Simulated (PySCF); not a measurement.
Species: CH₇O₂PSi₂.
SMILES with atom numbers: `[O:1]=[C:2]([OH:3])[Si@H:4]([SiH3:5])[PH2:6]` (hydrogens: H7 on O3; H8 on Si4; H9, H10, H11 on Si5; H12, H13 on P6)

Method: PBE0-D3(BJ)/def2-SVP geometry optimisation, gas phase (PySCF).

Q: What internal coordinates does the optimisation give?

A: 
```
                    bond  length (Å)   order
                   O1=C2       1.203  double
                   C2–O3       1.340  single
                  C2–Si4       1.933  single
                 Si4–Si5       2.341  single
                  Si4–P6       2.264  single
                   O3–H7       0.974  single
                  Si4–H8       1.495  single
Si5–H9, Si5–H10, Si5–H11       1.494  single
          P6–H12, P6–H13       1.430  single
```

Bonds in one row agree within 0.01 Å and their mean is given. Orders are formal, as drawn. A selection of angles:
```
     angle  degrees
  O1–C2–O3    122.9
 O1–C2–Si4    123.0
 O3–C2–Si4    114.1
  C2–O3–H7    107.0
C2–Si4–Si5    105.9
 C2–Si4–P6    108.9
 C2–Si4–H8    105.7
Si5–Si4–P6    110.2
Si5–Si4–H8    111.2
 P6–Si4–H8    114.5
Si4–Si5–H9    109.6
H9–Si5–H10    108.9
Si4–P6–H12     93.8
H12–P6–H13     93.7
```

Torsions: O1–C2–Si4–Si5 -52° (synclinal); H7–O3–C2–O1 0° (synperiplanar).

Si5 (SiH3 silicon) is tetrahedral (angles from 108.5° to 110.3°). Si4 (SiH silicon) is distorted tetrahedral (angles from 105.7° to 114.5°). The C–O distances run from 1.203 Å (O1=C2, drawn double) to 1.340 Å (C2–O3, drawn single), a spread of 0.137 Å. P6 (three-coordinate phosphorus) is pyramidal (angles 93.8°, 93.7° and 93.2°, sum 280.8°, 0.87 Å off the plane of its three neighbours).

Point group: C1 (no symmetry element, even within 0.4 Å). Whether it is a minimum is left open (no frequencies). One conformer, not necessarily the lowest (O1–C2–O3–H 0°, O1–C2–Si4–Si5 -52°, C2–Si4–P6–H -73° and -167°).

Time: 1.7 min wall; peak memory 0.51 GiB. Hardware: one thread, Arm Neoverse V2 (aarch64) (shared host). That covers the optimisation of the geometry.
